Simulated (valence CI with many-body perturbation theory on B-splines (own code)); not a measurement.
## Dy XXXV: calculated level list

Method: configuration interaction combined with many-body perturbation theory (CI+MBPT): four valence electrons over a frozen Dirac-Fock core [Ar] 3d10, a basis of 11 s, 11 p, 9 d, 7 f, 5 g, 2 h, 1 i functions for each j, with the one-electron correlation potential Σ1, the two-electron term Σ2, the three-electron term Σ3, Breit, model QED; selected CI, second order for the rest (own B-spline code, finite nucleus).

The last digits are not significant, and no measured levels were compared; by estimate large intervals hold to a few tenths of a per cent, small ones and those within an open d or f shell to about a per cent.

Levels 1 to 45 of 69, with energies above the lowest level, (4s^2 4p1/2^2) J=0. "Leading %" is the weight of the configuration and term that name the level; weights of strongly mixed levels are sums over their largest components and can fall short. In the jj column 3d3/2^4 stands for four electrons in 3d with j = 3/2.

| No. | Configuration | Term | J | E (cm⁻¹) | Leading % | g | Second component | Leading jj |
| --- | --- | --- | --- | --- | --- | --- | --- | --- |
| 1 | 4s2 4p2 | 3P | 0 | 0 | 72 |  | 27 % 4s2 4p2 1S | 4s^2 4p1/2^2 (99 %) |
| 2 | 4s2 4p2 | 3P | 1 | 385940 | 99 | 1.498 |  | 4s^2 4p1/2 4p3/2 (99 %) |
| 3 | 4s2 4p2 | 1D | 2 | 414790 | 61 | 1.188 | 38 % 4s2 4p2 3P | 4s^2 4p1/2 4p3/2 (99 %) |
| 4 | 4s2 4p2 | 3P | 2 | 822490 | 61 | 1.306 | 38 % 4s2 4p2 1D | 4s^2 4p3/2^2 (98 %) |
| 5 | 4s2 4p2 | 1S | 0 | 886150 | 71 |  | 27 % 4s2 4p2 3P | 4s^2 4p3/2^2 (98 %) |
| 6 | 4s 4p3 | 3P° | 2 | 1001600 | 41 | 1.616 | 38 % 4s 4p3 5S° | 4s 4p1/2^2 4p3/2 (94 %) |
| 7 | 4s 4p3 | 3D° | 1 | 1100900 | 41 | 1.013 | 21 % 4s 4p3 3P° | 4s 4p1/2^2 4p3/2 (91 %) |
| 8 | 4s 4p3 | 3D° | 2 | 1354700 | 45 | 1.522 | 42 % 4s 4p3 5S° | 4s 4p1/2 4p3/2^2 (89 %) |
| 9 | 4s2 4p 4d | 3F° | 2 | 1390500 | 62 | 0.819 | 22 % 4s2 4p 4d 1D° | 4s^2 4p1/2 4d3/2 (88 %) |
| 10 | 4s 4p3 | 3D° | 3 | 1411900 | 88 | 1.319 | 8 % 4s2 4p 4d 3D° | 4s 4p1/2 4p3/2^2 (88 %) |
| 11 | 4s 4p3 | 3P° | 0 | 1474900 | 96 |  |  | 4s 4p1/2 4p3/2^2 (96 %) |
| 12 | 4s2 4p 4d | 3D° | 1 | 1486700 | 30 | 1.150 | 27 % 4s 4p3 3S° | 4s 4p1/2 4p3/2^2 (52 %) |
| 13 | 4s 4p3 | 3P° | 1 | 1531100 | 45 | 1.250 | 28 % 4s 4p3 1P° | 4s 4p1/2 4p3/2^2 (73 %) |
| 14 | 4s 4p3 | 1D° | 2 | 1533600 | 41 | 1.030 | 22 % 4s 4p3 3D° | 4s 4p1/2 4p3/2^2 (64 %) |
| 15 | 4s2 4p 4d | 3F° | 3 | 1566500 | 63 | 1.119 | 15 % 4s2 4p 4d 1F° | 4s^2 4p1/2 4d5/2 (84 %) |
| 16 | 4s 4p3 | 3S° | 1 | 1572000 | 27 | 1.127 | 25 % 4s 4p3 3D° | 4s 4p1/2 4p3/2^2 (61 %) |
| 17 | 4s2 4p 4d | 3P° | 2 | 1585500 | 37 | 1.289 | 25 % 4s2 4p 4d 3D° | 4s^2 4p1/2 4d5/2 (72 %) |
| 18 | 4s 4p3 | 3P° | 2 | 1836000 | 35 | 1.378 | 17 % 4s2 4p 4d 3P° | 4s 4p3/2^3 (66 %) |
| 19 | 4s2 4p 4d | 3P° | 1 | 1885600 | 41 | 1.154 | 30 % 4s2 4p 4d 3D° | 4s^2 4p3/2 4d3/2 (76 %) |
| 20 | 4s2 4p 4d | 3D° | 2 | 1892200 | 44 | 1.025 | 33 % 4s2 4p 4d 1D° | 4s^2 4p3/2 4d3/2 (85 %) |
| 21 | 4s2 4p 4d | 3P° | 0 | 1906100 | 95 |  |  | 4s^2 4p3/2 4d3/2 (95 %) |
| 22 | 4s2 4p 4d | 3D° | 3 | 1910700 | 37 | 1.152 | 33 % 4s2 4p 4d 3F° | 4s^2 4p3/2 4d3/2 (82 %) |
| 23 | 4s2 4p 4d | 3F° | 4 | 1912600 | 99 | 1.247 |  | 4s^2 4p3/2 4d5/2 (99 %) |
| 24 | 4s2 4p 4d | 3P° | 1 | 1995600 | 30 | 1.307 | 18 % 4s 4p3 1P° | 4s 4p3/2^3 (55 %) |
| 25 | 4s2 4p 4d | 3P° | 2 | 2016300 | 34 | 1.299 | 19 % 4s2 4p 4d 1D° | 4s^2 4p3/2 4d5/2 (62 %) |
| 26 | 4s 4p2 4d | 5F | 1 | 2020600 | 51 | 0.376 | 29 % 4s 4p2 4d 3D | 4s 4p1/2^2 4d3/2 (93 %) |
| 27 | 4s 4p2 4d | 5F | 2 | 2034300 | 24 | 1.198 | 17 % 4s 4p2 4d 3D | 4s 4p1/2^2 4d3/2 (82 %) |
| 28 | 4s2 4p 4d | 1F° | 3 | 2044200 | 54 | 1.148 | 43 % 4s2 4p 4d 3D° | 4s^2 4p3/2 4d5/2 (86 %) |
| 29 | 4s2 4p 4d | 1P° | 1 | 2090100 | 55 | 0.978 | 14 % 4s 4p3 1P° | 4s^2 4p3/2 4d5/2 (66 %) |
| 30 | 4p4 | 3P | 2 | 2121700 | 40 | 1.262 | 18 % 4p4 1D | 4p1/2^2 4p3/2^2 (58 %) |
| 31 | 4s 4p2 4d | 5D | 3 | 2145000 | 27 | 1.372 | 23 % 4s 4p2 4d 3D | 4s 4p1/2^2 4d5/2 (89 %) |
| 32 | 4p4 | 1S | 0 | 2205700 | 51 |  | 36 % 4p4 3P | 4p1/2^2 4p3/2^2 (86 %) |
| 33 | 4s 4p2 4d | 3F | 2 | 2248700 | 30 | 0.997 | 17 % 4s 4p2 4d 1D | 4s 4p1/2^2 4d5/2 (56 %) |
| 34 | 4s 4p2 4d | 5D | 0 | 2358600 | 87 |  | 11 % 4s 4p2 4d 3P | 4s 4p1/2 4p3/2 4d3/2 (96 %) |
| 35 | 4s 4p2 4d | 5D | 1 | 2358700 | 57 | 1.211 | 19 % 4s 4p2 4d 5F | 4s 4p1/2 4p3/2 4d3/2 (95 %) |
| 36 | 4s 4p2 4d | 5F | 2 | 2364100 | 43 | 1.140 | 19 % 4s 4p2 4d 5D | 4s 4p1/2 4p3/2 4d3/2 (92 %) |
| 37 | 4s 4p2 4d | 5F | 3 | 2376700 | 49 | 1.174 | 31 % 4s 4p2 4d 3F | 4s 4p1/2 4p3/2 4d3/2 (89 %) |
| 38 | 4s 4p2 4d | 5F | 4 | 2416000 | 50 | 1.231 | 25 % 4s 4p2 4d 3G | 4s 4p1/2 4p3/2 4d3/2 (71 %) |
| 39 | 4s 4p2 4d | 5D | 4 | 2439500 | 55 | 1.395 | 24 % 4s 4p2 4d 3F | 4s 4p1/2 4p3/2 4d5/2 (88 %) |
| 40 | 4s 4p2 4d | 3F | 2 | 2464900 | 58 | 0.899 | 9 % 4s 4p2 4d 5D | 4s 4p1/2 4p3/2 4d3/2 (73 %) |
| 41 | 4s 4p2 4d | 5P | 3 | 2482100 | 43 | 1.414 | 16 % 4s 4p2 4d 3F | 4s 4p1/2 4p3/2 4d3/2 (55 %) |
| 42 | 4p4 | 3P | 1 | 2486200 | 42 | 1.382 | 26 % 4s 4p2 4d 3P | 4s 4p1/2 4p3/2 4d5/2 (44 %) |
| 43 | 4s 4p2 4d | 5P | 2 | 2487900 | 17 | 1.267 | 17 % 4p4 1D | 4s 4p1/2 4p3/2 4d5/2 (62 %) |
| 44 | 4s 4p2 4d | 3G | 3 | 2491500 | 50 | 0.874 | 11 % 4s 4p2 4d 3F | 4s 4p1/2 4p3/2 4d3/2 (82 %) |
| 45 | 4s 4p2 4d | 5F | 5 | 2498800 | 52 | 1.301 | 47 % 4s 4p2 4d 3G | 4s 4p1/2 4p3/2 4d5/2 (95 %) |

Where two levels of one J and parity lie close, their mixing, g and order are uncertain.

The ionisation energy to 4s2 4p 2P°_1/2 of the next ion comes out as 1470.2 eV (NIST: 1468 ± 5 eV (theoretical)). All 69 levels together are meant to be complete up to 2792300 cm⁻¹.
